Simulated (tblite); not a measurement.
C₇H₁₂NP.
Z-matrix (Å and degrees, GFN2-xTB geometry), rows numbered from 1:
```
C 
C   1  1.5288
C   2  1.4967  1  110.67
C   3  1.3648  2  124.48  1   -91.46
N   4  1.3556  3  113.92  2   178.05
C   5  1.4411  4  123.65  3  -176.65
C   6  1.5282  5  111.37  4    87.83
C   5  1.3510  4  112.63  3    -0.92
P   8  1.7154  5  114.16  4     0.68
H   1  1.0877  2  110.74  3  -178.90
H   1  1.0881  2  110.33  3    60.73
H   1  1.0882  2  109.92  3   -58.69
H   2  1.0932  1  109.55  3  -120.94
H   2  1.0921  1  109.16  3   120.68
H   4  1.0766  3  126.70  2    -2.98
H   6  1.0938  5  108.58  4   -33.33
H   6  1.0936  5  108.55  4  -151.13
H   7  1.0875  6  110.22  5    60.62
H   7  1.0876  6  110.33  5   -59.14
H   7  1.0866  6  110.11  5  -179.19
H   8  1.0761  5  119.06  4  -179.80
```

All values are computed: GFN2-xTB (tblite) harmonic vibrations without scaling, gas phase. This tight-binding method is rough: wavenumbers can miss measured ones by several per cent, in bad cases by 10 to 20. One conformer, not necessarily the lowest.

Harmonic wavenumbers (cm⁻¹): 26.1, 42.2, 96.2, 152.0, 180.7, 202.5, 276.8, 317.2, 341.3, 373.8, 495.5, 539.3, 558.6, 606.1, 711.4, 719.0, 773.7, 821.3, 828.5, 937.1, 947.7, 997.7, 1042.1, 1063.1, 1079.3, 1086.0, 1102.5, 1157.3, 1206.5, 1207.4, 1241.5, 1260.1, 1320.0, 1324.5, 1403.0, 1406.1, 1415.4, 1424.4, 1466.0, 1479.5, 1486.9, 1496.5, 1497.4, 1504.1, 1535.3, 2957.0, 2960.4, 2968.3, 2975.1, 3027.0, 3029.1, 3032.4, 3042.0, 3045.6, 3049.3, 3106.0, 3111.7.

A = 2342, B = 897.4, C = 734.9 MHz; mass 141.071 u (most abundant isotopes); point group C1, symmetry number 1.

Q: Zero-point energy?

A: ½Σν̃ = 38727 cm⁻¹ = 463.27 kJ/mol.

Q: Entropy at 273.15 K, 1 bar (ideal gas, RRHO, classical rotation)?

A: Translation 168.76, rotation 123.26, vibration 120.83: S = 412.9 J/(mol K).

Q: And Cp and H(273.15 K) − H(0)?

A: Cp = 151.73 J/(mol K), of which vibrations give 118.47 (their classical limit is 57 R = 473.9); H(273.15 K) − H(0) = 25.57 kJ/mol without the zero-point energy, 16.49 from vibrations.

Q: What must be added to the electronic energy to get the Gibbs energy at 273.15 K and 1 bar?

A: ZPE + [H(273.15 K) − H(0)] − T·S = 463.27 + 25.57 − 112.77 = 376.07 kJ/mol.

Q: Which modes carry the vibrational entropy at 273.15 K?

A: 26.1 cm⁻¹: 24.82; 42.2 cm⁻¹: 20.83; 96.2 cm⁻¹: 14.06; 152.0 cm⁻¹: 10.38; 180.7 cm⁻¹: 9.03; 202.5 cm⁻¹: 8.16 J/(mol K); the other 51 give 33.55 together.

Q: How do the functions run with temperature in this model?

A: 
| T (K) | S (J/(mol K)) | Cp (J/(mol K)) | H − H(0) (kJ/mol) | G − H(0) (kJ/mol) | ln q(vib) |
| --- | --- | --- | --- | --- | --- |
| 100 | 303.5 | 79.4 | 5.71 | -24.64 | 2.53 |
| 200 | 370.9 | 119.7 | 15.66 | -58.52 | 5.31 |
| 300 | 427.6 | 164.1 | 29.81 | -98.48 | 7.99 |
| 500 | 532.4 | 250.1 | 71.55 | -194.64 | 13.28 |
| 800 | 670.4 | 336.4 | 160.66 | -375.65 | 21.06 |
| 1000 | 749.7 | 374.1 | 231.90 | -517.82 | 25.97 |

q(vib) and H(0) count from the zero-point level.

Hindered rotation and anharmonicity are outside this model. Other conformers, if any are populated, would add a mixing term that is left out. The structure is chiral; the term R ln 2 for an equal mix with its mirror image is left out.
